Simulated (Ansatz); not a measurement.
C4H10OSi, SMILES [SiH2]1[C@@H](CO)CC1.

Geometry optimised at PBE-D3(BJ)/def2-SVP. The structure was generated by enumeration; whether it is a known compound was not checked. One conformer was computed; it need not be the lowest.

Two levels are set side by side: PBE/def2-SVPD (Ansatz, a program for electronic structure) and PBE0/def2-SVPD (Ansatz). Energy differences of separate SCF runs at the same geometry; the states with an electron removed or added have multiplicity 2 and 2. Differences are taken from unrounded values.

```csv
quantity,PBE
vertical ionisation energy (eV),9.19
vertical singlet–triplet gap (eV),5.81
```

Q: These are the PBE values. What does PBE0 give? (An estimate is asked for; the answer gives what the named calculation found.)

A: 
```csv
quantity,PBE0,PBE minus PBE0
vertical ionisation energy (eV),9.64,-0.45
vertical singlet–triplet gap (eV),6.33,-0.52
```
